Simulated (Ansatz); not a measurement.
Z-matrix (Å, degrees):
```
Si
P 1 2.276
H 1 1.486 2 107.8
H 1 1.484 2 109.1 3 -119.5
H 1 1.491 2 110.8 3 119.1
S 2 2.112 1 92.2 3 -167.1
O 2 1.647 1 102.2 3 -60.6
H 6 1.345 2 96.5 1 -160.3
H 7 0.964 2 114.7 1 -50.4
```

The species carries charge 0 and has multiplicity 1.

(1) List the PBE/def2-TZVPP orbital energies in eV (Ansatz). (An estimate is asked.)

## Answers

(1) Ansatz gave: Occupied: -2396.16, -2077.44, -1779.78, -511.03, -209.10, -172.55, -155.25, -155.16, -155.02, -137.56, -124.08, -124.01, -123.89, -94.30, -94.27, -94.27, -25.92, -18.85, -15.45, -13.70, -12.02, -10.04, -9.70, -9.53, -8.67, -8.60, -7.31, -6.58, -5.99. Lowest empty: -1.42, -1.12, -0.87, -0.35, 0.30, 0.82, 1.12, 1.27.
